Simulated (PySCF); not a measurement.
## Which determinant of AsPb⁺ lies lowest?

Unrestricted PBE0; As def2-SVP, Pb def2-SVP with ECP60; scalar-relativistic core potentials (PySCF 2.14). Outer shells of the fragments: As 3d10 4s2 4p3; Pb+ 5d10 6s2 6p1.

Followed along the bond (rough minima from three points):

```json
{"2Ms+1": "3", "unpaired": "π ↑↑", "⟨S²⟩ at the start": "2.01", "R at minimum (Å)": "2.71", "Te (eV)": "0.00"}
{"2Ms+1": "1", "unpaired": "π ↑↓", "⟨S²⟩ at the start": "1.01", "R at minimum (Å)": "2.70", "Te (eV)": "0.30"}
{"2Ms+1": "3", "unpaired": "σ ↑, π ↑", "⟨S²⟩ at the start": "2.17", "R at minimum (Å)": "2.58", "Te (eV)": "0.76"}
{"2Ms+1": "1", "unpaired": "none", "⟨S²⟩ at the start": "0.00", "R at minimum (Å)": "2.71", "Te (eV)": "1.11"}
{"2Ms+1": "1", "unpaired": "σ ↓, π ↑", "⟨S²⟩ at the start": "1.07", "R at minimum (Å)": "none in the scan", "Te (eV)": "≤ 1.05"}
```

Solutions found at the starting distance of 2.670 Å, counted from the lowest of them; the search is not exhaustive and high or unbound solutions are not listed, so other states can lie among these:

```csv
2Ms+1,unpaired,term,E (eV),⟨S²⟩,⟨Lz²⟩,μ (D)
3,π ↑↑,³Σ⁻,0.00,2.01,0.00,0.95
1,π ↑↓,mixed,0.29,1.01,2.01,0.79
3,"σ ↑, π ↑",³Π,0.77,2.17,1.00,0.94
1,"σ ↓, π ↑",mixed,1.06,1.07,1.01,1.06
1,none,mixed,1.11,0.00,2.00,0.29
5,"σ ↑, π ↑↑↑",⁵Π,1.65,6.00,1.00,-1.30
3,"σ ↑, π ↑↑↓",mixed,2.31,3.01,3.02,-1.36
3,"σ ↓, π ↑↑↑",mixed,2.37,3.02,1.00,-1.37
3,π ↑↑,mixed,2.86,2.00,2.01,-3.17
5,"σ ↑↑, π ↑↑",⁵Σ⁻,4.06,6.00,0.00,-1.22
```

A term symbol is given only where ⟨S²⟩ and ⟨Lz²⟩ are close to those of a pure state; real π, δ and φ orbitals otherwise mix terms. A positive dipole points towards Pb; it is taken about the centre of mass and depends on that origin.

These are scalar-relativistic numbers at best; spin–orbit coupling would shift them, the dissociation energy most.
